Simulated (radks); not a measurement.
Ge XXXII, configuration 1s0.5 2s0.5 (fractional occupations, a model configuration).

Method: scalar-relativistic Kohn-Sham, RPBE, spin-unpolarised, spherical densities, point nucleus; without spin polarisation the odd electron is poorly described; computed with a radial shooting solver on a logarithmic mesh with Libxc functionals.

Energy parts (eV):
part                      energy
total                  -8833.957
kinetic                 9073.211
electron-nucleus      -17908.921
Hartree                  132.533
exchange-correlation    -130.781

Orbitals (lengths in bohr, moments of r in powers of bohr):
\begin{tabular}{lrrr}
orbital & occ. & eigenvalue (eV) & <r^4> \\ \hline
1s & 0.5 & -14007.21 & 0.00002032 \\
2s & 0.5 & -3456.422 & 0.002637 \\
2p & 0 & -3407.660 & 0.001609 \\
3s & 0 & -1514.907 & 0.05722 \\
\end{tabular}

The highest occupied level is 2s at -3456.4 eV. The density falls to 0.001 e/bohr^3 at r = 0.54 bohr. Summed over all electrons, <r^2> = 0.02144 bohr^2, which gives a Langevin (diamagnetic) susceptibility term of -0.017 x 10^-6 cm^3/mol.
